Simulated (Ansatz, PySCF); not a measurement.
Molecule: sum formula Si₂NH₆, charge -1, multiplicity 1. It need not be the lowest isomer of its formula. Whether it binds its extra electron was not tested at this geometry. 
Geometry from a B3LYP-D3(BJ)/def2-TZVP (Ansatz, an electronic-structure program) optimisation:
```
N
H 1 1.0059
Si 1 1.6900 2 117.81
H 3 1.4932 1 113.65 2 130.78
H 3 1.4978 4 104.56 1 -127.21
H 3 1.5073 4 105.87 5 -110.40
Si 1 1.8518 2 114.62 3 -170.33
H 7 1.5440 1 97.62 2 -138.32
H 7 1.5470 8 92.28 1 98.51
```
Charge -1, spin multiplicity 1.

Total electronic energies in hartree. Valence correlation only, unless marked. No spin-orbit coupling. No relativistic terms. Basis-set limits of correlation are two-point, X^-3; Hartree-Fock from the larger set. [CCSD(T)-MP2]/basis is that difference in the basis named.

```
level                                                                             program  energy (Eh)
-------------------------------------------------------------------------  --------------  -----------
HF/cc-pV(T+d)Z                                                                     Ansatz   -635.86935
HF/def2-TZVPD                                                                       PySCF   -635.86322
RI-HF/cc-pV(Q+d)Z                                                                  Ansatz   -635.88370
revPBE-D3(BJ)/def2-TZVPD                                                   Ansatz + dftd3   -637.29438
PBE0/6-31G*                                                                        Ansatz   -637.00750
TPSSh-D3(BJ)/def2-TZVPD                                                     PySCF + dftd3   -637.47444
CAM-B3LYP-D3(BJ)/def2-TZVPD                                                Ansatz + dftd3   -637.41360
B2GP-PLYP-D3(BJ)/def2-TZVPD                                                Ansatz + dftd3   -637.03480
RPA@PBE/cc-pV(T+d)Z                                                                Ansatz   -636.70379
SCS-MP2/6-31G                                                                      Ansatz   -635.88808
SCS-MP2/aug-cc-pV(D+d)Z                                                            Ansatz   -636.25744
CCSD/cc-pV(D+d)Z                                                                   Ansatz   -636.25805
CCSD/cc-pV(T+d)Z                                                                   Ansatz   -636.40013
CCSD/cc-pV(Q+d)Z                                                                   Ansatz   -636.44286
RI-MP2/CBS(aug-cc-pV(T+d)Z,aug-cc-pV(Q+d)Z)+[CCSD(T)-MP2]/aug-cc-pV(T+d)Z          Ansatz    -636.4977
```

Totals of different functionals don't rank their quality; only differences between species are comparable.
